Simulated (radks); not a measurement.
Values are calculated unless marked as measured or tabulated.
The mean radii <r> (bohr) of the occupied orbitals of an atom or ion are listed with their occupations. Level of theory: Dirac Kohn-Sham, PBE, spin-unpolarised, spherical densities, finite nucleus; Fermi nuclear charge, rms radius of each element as measured or else 0.836 A^(1/3) + 0.57 fm (a radial shooting solver on a logarithmic mesh with Libxc functionals).

| orbital | occ. | <r> |
|---|---|---|
| 1s1/2 | 2 | 0.1306 |
| 2s1/2 | 2 | 0.6949 |
| 2p1/2 | 2 | 0.6823 |
| 2p3/2 | 4 | 0.6845 |

Name the element and its charge. Open shells, if any, fill j = l - 1/2 first.

Answer. Z = 12, magnesium, charge +2: Mg2+ in [Ne]. The 1s radius gives Z: for a bare nucleus <r> = (2 gamma + 1)/(2Z) with gamma = sqrt(1 - (Z/c)^2), 0.1247 bohr for Z = 12, and screening makes it slightly larger (0.1306 here). The occupations add up to 10, and the charge is Z minus that.
